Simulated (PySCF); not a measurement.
HO₃, SMILES [O]OO, multiplicity 2. Atoms are numbered in the order given.

```xyz
4

O     -0.2832    -1.1506     0.0000
O      0.5016     0.2092     0.0000
H      0.4887    -1.7454     0.0000
O     -0.2795     1.1595     0.0000
```
Charge 0, spin multiplicity 2.

Coordinates come from a TPSSh-D3(BJ)/def2-TZVP optimisation. One conformer was computed; it need not be the lowest.

Method: TPSSh-D3(BJ)/def2-TZVP (PySCF).

Frequencies are harmonic and unscaled.

Computed harmonic wavenumbers and intensities:
```
mode  ν (cm⁻¹)  IR (km/mol)  moving atoms (share of kinetic energy)
----  --------  -----------  --------------------------------------
1          198        113.9                          H 87 %, O 13 %
2          442         65.6                                  O 98 %
3          649         63.5                           O 91 %, H 9 %
4         1211        131.7                          H 74 %, O 26 %
5         1383         39.9                          O 90 %, H 10 %
6         3701         54.7                                  H 94 %
```
